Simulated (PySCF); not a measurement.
# SiPH3ClO5F

The system: SiPH3ClO5F, a molecule drawn to mimic a surface site (built as: Si site whose three back bonds go to OH, F, OP(=O)(OH)2; end group Cl); neutral, singlet. The structure, one conformer, was relaxed in the gas phase by PBE0-D3(BJ)/def2-SVP. No frequency run checks that it is a minimum.

SMILES: O=P(O)(O)O[Si](O)(F)Cl

| atom | x (Å) | y (Å) | z (Å) |
| --- | --- | --- | --- |
| Si1 | -0.022 | 1.890 | -0.830 |
| O2 | -0.510 | 1.047 | -2.118 |
| F3 | -1.221 | 2.675 | -0.109 |
| O4 | 0.589 | 0.853 | 0.341 |
| P5 | 0.492 | -0.749 | 0.350 |
| O6 | -0.371 | -1.280 | -0.730 |
| O7 | 1.999 | -1.246 | 0.295 |
| O8 | 0.063 | -1.108 | 1.848 |
| Cl9 | 1.405 | 3.251 | -1.287 |
| H10 | -0.619 | 0.089 | -1.919 |
| H11 | 2.561 | -0.884 | 0.992 |
| H12 | -0.896 | -1.146 | 1.959 |

Shieldings: GIAO PBE0/pcSseg-1. Shifts are against computed references at the same level: H TMS (σ 31.27 ppm), Si TMS (σ 352.0 ppm). Core levels by delta-SCF with SCAN, pcX-2 on the ionised atom and pcseg-1 elsewhere, spin-free X2C (2p3/2 is the spin-free 2p value less a third of a first-order spin-orbit splitting); from the vacuum level, for chosen atoms.

(1) Give the shieldings and core levels atom by atom.

(2) Which of O2, O4 holds its core electrons tightest, and by how much against the loosest?

(3) By CAM-B3LYP/def2-SVPD (TDDFT singlets, Tamm-Dancoff triplets), where does absorption start?

Answers

(1) 
```csv
atoms,bonded to,σ (ppm),δ (ppm),core level (eV)
Si1,1 Cl + 1 F + 2 O,409.7,-57.7,2p3/2 110.11
O2,1 Si + 1 H,254.3,-,1s 539.09
F3,1 Si,291.1,-,1s 693.16
O4,1 P + 1 Si,180.1,-,1s 539.77
P5,4 O,321.8,-,-
O6,1 P,186.6,-,-
O7,1 P + 1 H,231.2,-,-
O8,1 P + 1 H,219.3,-,-
Cl9,1 Si,908.1,-,2p3/2 206.88
H10,1 O,24.59,6.68,-
H11,1 O,27.70,3.57,-
H12,1 O,27.68,3.59,-
```

Values are those of this one static structure; atoms that internal rotation interchanges would show their mean in an NMR spectrum.

(2) O4 (bonded to 1 P + 1 Si), by 0.68 eV over O2 (bonded to 1 Si + 1 H).

(3) The lowest singlet lies at 8.08 eV (f 0.029), the strongest of the first 6 at 9.16 eV (f 0.041), the lowest triplet at 7.81 eV.
